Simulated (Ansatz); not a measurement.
Geometry optimisation, Ansatz 0.2.0, RKS PBE-D4/6-31G.

input.yaml

```yaml
crystal:
  periodic: [false, false, false]
  atoms:
    - { symbol: Si, position_ang: [0.0, 0.0, 0.0] }
    - { symbol: O, position_ang: [0.0, 0.0, 1.68] }
    - { symbol: Si, position_ang: [-1.3147, -0.4067, 2.6436] }
    - { symbol: H, position_ang: [-2.239, -1.2403, 1.8804] }
    - { symbol: H, position_ang: [-0.8506, -1.1432, 3.8157] }
    - { symbol: H, position_ang: [-1.9987, 0.8095, 3.0733] }
    - { symbol: "N", position_ang: [1.7163, 0.0, -0.6061] }
    - { symbol: H, position_ang: [2.2145, -0.918, -0.7868] }
    - { symbol: H, position_ang: [2.2175, 0.918, -0.7783] }
    - { symbol: H, position_ang: [-0.6877, 1.1914, -0.4862] }
    - { symbol: H, position_ang: [-0.6877, -1.1914, -0.4862] }
basis:
  gaussian: { orbitals: "6-31G" }
hamiltonian:
  xc: pbe
  dispersion: d4
relax:
  f_tol: 0.02
  max_steps: 40
output:
  orbitals: {}
```

Command:

```bash
$ ansatz run input.yaml --threads 1 --pin off --max-ram 2048MiB --backend cpu --events-out ev --progress --plain --runs-dir out
```

Task: Where does it end, and by what steps?

Result: It converged. The force dipped under the threshold on the way, but the program's further checks kept it going. Limits of this set-up: no polarisation functions. After 25 steps the energy has fallen by 0.581 eV; O2 moved furthest, 1.12 Å.

| step | energy less start (eV) | largest force component (eV/Å) | accepted |
| --- | --- | --- | --- |
| 0 | 0.0000 | 2.814 | yes |
| 1 | -0.4226 | 1.216 | yes |
| 2 | -0.5142 | 0.167 | yes |
| 3 | -0.5368 | 0.112 | yes |
| 4 | -0.5493 | 0.044 | yes |
| 5 | -0.5504 | 0.219 | yes |
| 6 | -0.5525 | 0.216 | yes |
| 7 | -0.5611 | 0.037 | yes |
| 8 | -0.5640 | 0.031 | yes |
| 9 | -0.5636 | 0.264 | no |
| 10 | -0.5674 | 0.043 | yes |
| 11 | -0.5697 | 0.097 | yes |
| 12 | -0.5714 | 0.179 | yes |
| 13 | -0.5737 | 0.174 | yes |
| 14 | -0.5777 | 0.016 | yes |
| 15 | -0.5784 | 0.025 | yes |
| 16 | -0.5791 | 0.035 | yes |
| 17 | -0.5793 | 0.022 | yes |
| 18 | -0.5796 | 0.017 | yes |
| 19 | -0.5800 | 0.031 | yes |
| 20 | -0.5795 | 0.081 | no |
| 21 | -0.5803 | 0.021 | yes |
| 22 | -0.5803 | 0.045 | yes |
| 23 | -0.5805 | 0.025 | yes |
| 24 | -0.5806 | 0.010 | yes |
| 25 | -0.5808 | 0.009 | yes |

```xyz
11
Properties=species:S:1:pos:R:3
Si -0.116 0.243 -0.351
O -0.915 0.396 1.172
Si -1.253 -0.407 2.657
H -1.708 -1.841 2.425
H -0.028 -0.442 3.554
H -2.357 0.355 3.355
N 1.575 -0.249 -0.302
H 1.860 -1.223 -0.362
H 2.331 0.394 -0.087
H -0.196 1.621 -0.954
H -0.823 -0.828 -1.158
```

Whether the end is a true minimum wasn't checked by a vibrational analysis.

The run took 78 s on 1 thread of Arm Neoverse V1 (shared host), peak memory 0.14 GiB.
